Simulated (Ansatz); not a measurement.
Calculated with Ansatz (gas phase, PBE0-D4/def2-TZVP geometries, no zero-point term in ΔE). CCSD(T)/CBS adds triple-zeta CCSD(T) − MP2 to the extrapolated MP2 energy (def2 sets, frozen cores). This one scheme is used for every species. Functionals use def2-TZVPP. For Zn outer-core shells are correlated without core-valence functions, which leaves a few kJ/mol of doubt a bond. Scalar relativity is left out up to krypton. One conformer a species, not always the lowest.

`[NH2][Zn][AlH][F]` + `CC` → `C[CH2][Zn][NH2]` + `[F][AlH2]`  (formal exchange of groups at a Zn–Al bond)

(1) Is it downhill or uphill in electronic energy at CCSD(T)/CBS, and by how much? (Estimate.)

(2) What do these levels give: LDA (SPW92), PBE, BLYP, r2SCAN0, CCSD(T)/def2-SVP, MP2/def2-TZVPP? (Best estimate.)

Largest T1 diagnostic among the species: 0.016.

Results:

(1) The calculation gave: Uphill: ΔE = +66.3 kJ/mol.

(2) Computed: LDA (SPW92) 69.5, PBE 76.9, BLYP 75.2, r2SCAN0 74.0, CCSD(T)/def2-SVP 65.1, MP2/def2-TZVPP 55.0 kJ/mol.

The D4 term adds −3.4 kJ/mol with B3LYP and −1.8 kJ/mol with PBE0; it sums over pairs of atoms, weighted by their polarisabilities, and B3LYP, whose exchange is more repulsive, gets the larger term. In def2-TZVPP, CCSD(T) changes the Hartree–Fock value by −19.1 kJ/mol (the triples alone add −2.5 kJ/mol) and MP2 by −28.7 kJ/mol.

B3LYP here is the variant with VWN-RPA as its local correlation; programs differ in this.
